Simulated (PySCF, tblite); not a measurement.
Isomers of C3H8NOSi (doublet state). Computed with GFN2-xTB (tblite): harmonic, unscaled wavenumbers at the GFN2-xTB geometry, gas phase. The method is semi-empirical: single wavenumbers can be off by several per cent or more. Modes of hydrogen on silicon can be 10 to 20 % off. One conformer each. Open shells enter through the occupations alone, without spin polarisation, and single modes of such species can be off by tens of per cent.

Electronic energies: B3LYP/pcH-1 single points on the GFN2-xTB geometries (PySCF, gas phase).

| SMILES | electronic energy, lowest = 0 (kcal/mol) |
| --- | --- |
| C/N=[C]\[SiH2]OC | 23.4 |
| CCC(=O)[SiH]N | 7.0 |
| C=CCO[SiH]N | 0.0 |
| [CH2]O[SiH2]/C=N/C | 29.3 |

Problem. How do GFN2-xTB zero-point energies change the relative energies?

Solution. 
```
            SMILES  ZPE (kcal/mol)  of it from modes above 1550 cm⁻¹  electronic (kcal/mol)  with ZPE, lowest = 0 (kcal/mol)  lowest mode (cm⁻¹)  rings
       C=CCO[SiH]N            66.6                              37.1                    0.0                              0.0                  11      0
     CCC(=O)[SiH]N            66.7                              37.1                    7.0                              7.1                  26      0
  C/N=[C]\[SiH2]OC            64.5                              34.6                   23.4                             21.4                  41      0
[CH2]O[SiH2]/C=N/C            62.5                              34.3                   29.3                             25.2                  51      0
```

The zero-point energies span 4.2 kcal/mol, from `[CH2]O[SiH2]/C=N/C` to `CCC(=O)[SiH]N`. The order is unchanged.

Problem. And how do the electronic energies of GFN2-xTB itself compare?

Solution. `C=CCO[SiH]N` 0.0; `CCC(=O)[SiH]N` 11.6; `C/N=[C]\[SiH2]OC` 4.8; `[CH2]O[SiH2]/C=N/C` 18.3 kcal/mol, lowest = 0. Against the energies above, taken from the same isomer `C=CCO[SiH]N`, the largest difference is 18.6 kcal/mol.

Problem. What do entropy and thermal enthalpy add at 298.15 K and 1 bar (rigid rotor, harmonic oscillator, one conformer each)?

Solution. 
```csv
SMILES,point group,symmetry number,S (cal/(mol K)),H − H(0) (kcal/mol),ZPE + H − H(0) − TS (kcal/mol)
CCC(=O)[SiH]N,C1,1,96.2,6.41,44.4
C/N=[C]\[SiH2]OC,C1,1,97.1,6.46,42.1
[CH2]O[SiH2]/C=N/C,Cs,1,94.9,6.52,40.7
```

S holds R ln(2S + 1) for the spin.

Not tabulated: `C=CCO[SiH]N` (lowest mode only 11 cm⁻¹).
